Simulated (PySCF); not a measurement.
A GIAO shielding run with PySCF 2.14.0 with density-fitted response routines (density fitting, non-relativistic, gas phase) on As2H4:

```
{"job": {"kind": "nmr", "xc": "PBE0", "basis": "pcSseg-1"}, "charge": 0, "multiplicity": 1}
As    -0.085904    -0.801971    -0.926542
As     0.086163     0.804130     0.924657
H     -1.248387    -1.530371    -0.254837
H     -1.053782     0.102969    -1.687112
H      1.049253    -0.103903     1.687607
H      1.252648     1.529146     0.256227
```

Hardware: 1 thread of an Arm Neoverse V2, shared host. The job also computes population analyses, field gradients.

Q: How large is the calculation?

A: 70 electrons, 102 basis functions and 680 auxiliary functions.

Q: How long does it take?

A: 5.1 s of wall time, with 10 SCF cycles and 4 response iterations. Times on a shared host scatter by some tens of per cent.

Q: And these other runs on the same molecule and hardware: GIAO shielding at wB97X-D/pcSseg-1; spin–spin coupling at B3LYP/pcJ-1 (pcSseg-1 on As)?

A: wB97X-D/pcSseg-1: 102 functions, 6.2 s; B3LYP/pcJ-1 (pcSseg-1 on As): 122 functions, 11 s.
